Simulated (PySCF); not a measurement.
**Calculated NMR parameters of CCOc1nocc1O[SiH3]**

```
Formula                               : C5H9NO3Si
SMILES                                : CCOc1nocc1O[SiH3]
InChI                                 : InChI=1S/C5H9NO3Si/c1-2-7-5-4(9-10)3-8-6-5/h3H,2H2,1,10H3
Point group of the computed structure : C1
Degrees of unsaturation               : 3
Carbon signals                        : 5
Proton signals                        : 4
```

Bonds (- single, = double, # triple, : aromatic): C1-C2, C2-O3, O3-C4, C4:N5, N5:O6, O6:C7, C7:C8, C8-O9, O9-Si10, C8:C4. C1 carries H11, H12, H13; C2 carries H14, H15; C7 carries H16; Si10 carries H17, H18, H19.

One conformer, isolated molecule, one averaged value for each set of equivalent atoms, non-relativistic. Shielding tensors at PBE0/pcSseg-1 (GIAO); geometry: GFN2-xTB; PySCF 2.14.

δ = σ(ref) − σ, references computed at the same level: ¹H, ¹³C, ²⁹Si vs TMS; ¹⁵N against NH3; ¹⁷O against H2O.

| carbon | δC, type | δH (multiplicity) | HMBC from (2–3 bonds) | span of the C tensor (ppm) |
| --- | --- | --- | --- | --- |
| C1 | 14.8, CH3 | 1.59 (t) | H14/H15 | 35 |
| C2 | 67.5, CH2 | 4.65 (q) | H11/H12/H13 | 87 |
| C4 | 169.4, C | – | H16, H14/H15 | 156 |
| C7 | 150.3, CH | 8.06 (s) | – | 143 |
| C8 | 137.5, C | – | H16, H17/H18/H19 | 112 |

Other nuclei:
```
      atoms  nucleus                         environment  δ (ppm)  σ (ppm)
H17/H18/H19       ¹H   hydrogen on a silicon bonded to O     5.20    26.52
       Si10     ²⁹Si            silicon bonded to O, 3 H    -31.6    380.7
         N5      ¹⁵N  pyridine-type nitrogen of an azole    362.5    -94.7
         O6      ¹⁷O                aromatic ring oxygen    309.8     26.3
         O3      ¹⁷O                        ether oxygen    103.9    232.2
         O9      ¹⁷O              oxygen bonded to C, Si     40.0    296.1
```

Carbon types of the structure: 2 × C, 1 × CH, 1 × CH2, 1 × CH3, leaving 3 H on heteroatoms. δC 169.4, 137.5: aromatic carbon bearing oxygen; the electronegative substituent deshields the carbon that carries it. δC 150.3: aromatic CH next to the ring oxygen. δC 67.5: sp3 CH2 bonded to O; deshielded by the electronegative neighbour. δH 8.06: hydrogen on an aromatic CH next to the ring oxygen; it sits in the deshielding region of the aromatic ring current. δH 4.65: hydrogen on an sp3 CH2 bonded to O; its carbon carries O, hence the downfield position.

Shifts are as computed. Against solution values, carbons near 30 ppm lie about +3 ppm off and those near 130 ppm about +5 ppm. Of 1309 compounds with measured shifts, 239 miss one by over three times the rms of a fit or turn the order of signals round; such compounds aren't used in these exercises. Unscaled 17O shifts of doubly bonded oxygen tend to come out too high, by tens of ppm or more. Experimental scales use liquid or dissolved standards, which lie at an offset from isolated NH3 (liquid NH3: subtract about 20 ppm) and H2O (liquid H2O: subtract about 36 ppm). Unscaled 15N shifts of sp2 nitrogen come out 20 to 40 ppm too high even then. Multiplicities follow the n + 1 count of equivalent neighbours, as no J values were calculated; m marks all less simple cases, F and P coupling included.
